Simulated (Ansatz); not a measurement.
Ansatz results at the PBE0-D4/def2-TZVP geometry: LUMO energy (PBE0/def2-TZVPP) 0.94 eV; LUMO energy (ωB97M-V/def2-TZVPP) 2.77 eV; HOMO–LUMO gap (B3LYP/def2-TZVPP) 8.88 eV.

Problem. Which molecule gave them?
A. `FC1=C(F)C(F)C1`
B. `FCC=C(F)F`
C. `C=C(F)C(=C)F`
D. `FC1CC1(F)F`

Solution. D. The others give `C=C(F)C(=C)F`: -1.24, 0.85, 5.60; `FCC=C(F)F`: 0.01, 2.22, 7.46; `FC1=C(F)C(F)C1`: 0.26, 2.43, 7.37.

B3LYP here is the variant with VWN-RPA as its local correlation; programs differ in this.
